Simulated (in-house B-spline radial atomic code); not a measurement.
## Ionising Hg4+ with different functionals

Computed with a B-spline radial code for spherical atoms: four-component Dirac-Coulomb Hamiltonian, Fermi nucleus of rms radius 5.4648 fm, spin-restricted, spherical fractional occupations for the functionals. The ionisation energy is the difference of two self-consistent energies, [Xe] 4f14 5d8 → [Xe] 4f14 5d7, without Breit or QED terms; ε is the level of the shell that loses the electron (mean over j). The electron is taken from both j subshells in proportion to 2j + 1, so the result is a j average, not the step between ground levels.

Hybrids are left out here: with spherical fractional occupations of an open shell their exact exchange keeps a self-interaction that integer-occupation calculations don't have.

```json
{"method": "LDA VWN5", "rung": "LDA", "ΔSCF (eV)": "65.22", "-ε(5d) (eV)": "57.48"}
{"method": "relativistic LDA", "rung": "LDA", "ΔSCF (eV)": "65.23", "-ε(5d) (eV)": "57.49"}
{"method": "LDA PW92", "rung": "LDA", "ΔSCF (eV)": "65.21", "-ε(5d) (eV)": "57.47"}
{"method": "LDA exchange-only", "rung": "LDA", "ΔSCF (eV)": "63.48", "-ε(5d) (eV)": "55.77"}
{"method": "PBE", "rung": "GGA", "ΔSCF (eV)": "64.93", "-ε(5d) (eV)": "57.18"}
{"method": "PBEsol", "rung": "GGA", "ΔSCF (eV)": "64.95", "-ε(5d) (eV)": "57.21"}
{"method": "BLYP", "rung": "GGA", "ΔSCF (eV)": "64.76", "-ε(5d) (eV)": "57.02"}
{"method": "RPBE", "rung": "GGA", "ΔSCF (eV)": "64.85", "-ε(5d) (eV)": "57.11"}
{"method": "PW91", "rung": "GGA", "ΔSCF (eV)": "65.01", "-ε(5d) (eV)": "57.27"}
{"method": "BP86", "rung": "GGA", "ΔSCF (eV)": "65.02", "-ε(5d) (eV)": "57.28"}
{"method": "AM05", "rung": "GGA", "ΔSCF (eV)": "64.97", "-ε(5d) (eV)": "57.22"}
{"method": "OLYP", "rung": "GGA", "ΔSCF (eV)": "65.15", "-ε(5d) (eV)": "57.37"}
```

Question: How do they compare with the NIST value?

Answer: NIST lists 61.2 eV ± 0.2 (measured, ground level to ground level). Errors run from +2.28 to +4.03 eV. The correlated functionals all miss on the same side by more than they spread, so the cause is common to them (Breit-QED terms, spin polarisation, the choice among j levels, multiplet and fine-structure energies, or a listed next ion that isn't the cheapest removal here) and closeness doesn't rank the functionals.
